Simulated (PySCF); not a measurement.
Shifts of the heteroatoms

Numbering as in the mapped SMILES `[CH3:1][Si:2]([SiH3:3])([SiH3:4])[SiH2:5][O:6][CH:7]=[O:8]`. Hydrogens are named by the atom that carries them.

[PySCF: geometry from GFN2-xTB; GIAO PBE0/pcSseg-1 shieldings; no relativistic terms; in vacuum; a single conformation; rapidly exchanging positions averaged]

Q: What are the 29Si shifts?

A: 
| atoms | environment | σ (ppm) | δ (ppm) |
| --- | --- | --- | --- |
| Si5 | silicon bonded to O, Si, 2 H | 373.2 | -26.8 |
| Si2 | silicon bonded to C, 3 Si | 438.7 | -80.7 |
| Si3/Si4 | silicon bonded to Si, 3 H | 456.0 | -94.8 |

Shieldings were converted by a linear fit to measured shifts: 29Si (scatter 8.9 ppm rms, 25.8 ppm with the 6 outliers that the fit left out vs TMS, solution or neat liquid). A few per cent of atoms miss by over 2 rms, more outside the fitted compound classes.

On a 500 MHz spectrometer 29Si resonates near 99.3 MHz, so 1 ppm is 99.3 Hz.

Q: Predict the 17O NMR data.

A: 
| atoms | environment | σ (ppm) | δ (ppm) |
| --- | --- | --- | --- |
| O8 | carbonyl oxygen | -123.8 | 379.5 |
| O6 | oxygen bonded to C, Si | 146.5 | 133.2 |

Shieldings were converted by a linear fit to measured shifts: 17O (scatter 10.7 ppm rms, 12.2 ppm with the 3 outliers that the fit left out vs liquid water, solution or neat liquid). Occasional misses reach two or three times the rms, and more in compound classes unlike the fitted ones.

On a 400 MHz spectrometer 17O resonates near 54.2 MHz, so 1 ppm is 54.2 Hz.
